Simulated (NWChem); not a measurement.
Molecule: SnHF3; SMILES [SnH]([F])([F])[F]

Results from NWChem. Geometry: optimised at PBE0/def2-SVP. def2 effective core potentials on Sn; no spin-orbit coupling. Level M06-2X/def2-SVP: energy and gradient on several grids; changes count from the extra-fine grid, which is no exact limit either.

```
grid     size of the energy change (μHa)  largest change of a gradient component (μHa/bohr)
-------  -------------------------------  -------------------------------------------------
xcoarse                            30000                                               8000
coarse                              2000                                                900
medium                                30                                                100
fine                                  20                                                 30
xfine                               < 10                                               < 30
```
